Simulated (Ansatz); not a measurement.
Si₄Ge⁻. The state is a doublet with charge -1. Geometry B3LYP-D4/def2-SVPD; atoms count from 1.

| atom | x (Å) | y (Å) | z (Å) |
| --- | --- | --- | --- |
| Si1 | -0.2061 | -1.4948 | -0.5922 |
| Si2 | -1.0183 | 0.5738 | 1.1231 |
| Si3 | 1.2645 | 0.8938 | -0.4792 |
| Si4 | 0.9768 | -0.6610 | 1.2598 |
| Ge5 | -1.0169 | 0.6881 | -1.3115 |

The structure comes from a short search, and lower isomers may exist.

(1) Estimate the Mulliken populations from the PBE0/def2-TZVPD orbitals of Ansatz.

(2) Where does the spin sit?

(3) And the Mayer bond orders between bonded heavy atoms (over 0.3)?

## Answers

(1) 
```
atom  charge (e)  spin (α − β)
 Si1       -0.19          0.04
 Si2       -0.19          0.04
 Si3       -0.19          0.04
 Si4       -0.24          0.48
 Ge5       -0.18          0.39
```
Mulliken values and Mayer orders depend strongly on the basis. With diffuse functions, as here, like atoms can get unlike values, and bond orders can come out too low or too high.

(2) Summed by element: Si 0.61, Ge 0.39, of 1 unpaired in all. Largest on single atoms: Si4 0.48, Ge5 0.39, Si2 0.04.

(3) Si1–Si4 0.88 (2.35 Å); Si1–Ge5 0.82 (2.44 Å); Si2–Si4 0.88 (2.35 Å); Si2–Ge5 0.82 (2.44 Å); Si3–Si4 0.88 (2.35 Å); Si3–Ge5 0.82 (2.44 Å). Values over 0.3 also appear between atoms too far apart for a bond (Si1–Si2 0.61 at 2.81 Å; Si1–Si3 0.61 at 2.81 Å; Si2–Si3 0.61 at 2.81 Å; Si4–Ge5 0.40 at 3.52 Å); they arise where an orbital or an unpaired electron spreads over both atoms.
